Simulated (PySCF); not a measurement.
OSr, SMILES [O]=[Sr]. The structure is a stationary point at B3LYP-D3(BJ)/def2-TZVPD. The def2 effective core potentials stand for the cores of Sr; spin–orbit coupling is left out.

Computed equilibrium geometry at B3LYP-D3(BJ)/def2-TZVPD (PySCF confirms it by a frequency run) as a Z-matrix, and its point group:
point group C∞v.
```
Sr
O 1 1.9383
```
